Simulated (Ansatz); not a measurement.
`[SiH3]P[SiH3]` + `C[SeH]` → `C[Se][SiH3]` + `[SiH3]P` at 500 K and 1 bar (cleavage of the Si–P bond).

Program: Ansatz. Geometries: PBE0-D4/def2-TZVP. ΔE: electronic, gas phase. CCSD(T)/CBS adds triple-zeta CCSD(T) − MP2 to the extrapolated MP2 energy (def2 sets, frozen cores). This one scheme is used for every species. For Se outer-core shells are correlated without core-valence functions, which leaves a few kJ/mol of doubt a bond. Scalar relativity is left out up to krypton.

```
        species  CCSD(T)/CBS energy (Eh)  H − E (kJ/mol)  S (J/(mol·K))
`[SiH3]P[SiH3]`               -923.30091           202.5          406.7
       `C[SeH]`              -2441.15625           142.1          299.3
  `C[Se][SiH3]`              -2731.45956           203.8          380.5
      `[SiH3]P`               -633.00997           141.7          322.6
```

H − E and S are ideal-gas, rigid-rotor, harmonic terms from PBE0-D4/def2-TZVP. 1 Eh = 2625.50 kJ/mol, R = 8.31446 J/(mol·K).

Question: By hand: ΔE, ΔH, ΔS and ΔG.

Answer: ΔE = (-2731.45956) + (-633.00997) − (-923.30091) − (-2441.15625) = -0.01237 Eh = -32.5 kJ/mol. Δ(H − E) = 203.8 + 141.7 − 202.5 − 142.1 = 0.9, so ΔH = -31.6 kJ/mol. ΔS = 380.5 + 322.6 − 406.7 − 299.3 = -2.9 J/(mol·K). ΔG = -31.6 − 500 × (-2.9)/1000 = -30.2 kJ/mol.

Question: By hand: the equilibrium constant, and the temperature at which ΔG would vanish if ΔH and ΔS stayed fixed.

Answer: log₁₀ K = −ΔG/(RT ln 10) = 3.2. ΔG = 0 at ΔH/ΔS = 10897 K, far beyond where these terms or the molecules hold.

The number of gas molecules stays the same, so ΔS is small and ΔH decides. A doubt of 5 kJ/mol in ΔE shifts log₁₀ K by 0.5 here. These are equilibria of isolated gas molecules and say nothing of rates. Largest T1 diagnostic: 0.013 (customary marks: 0.02 for closed shells, 0.045 for open ones).
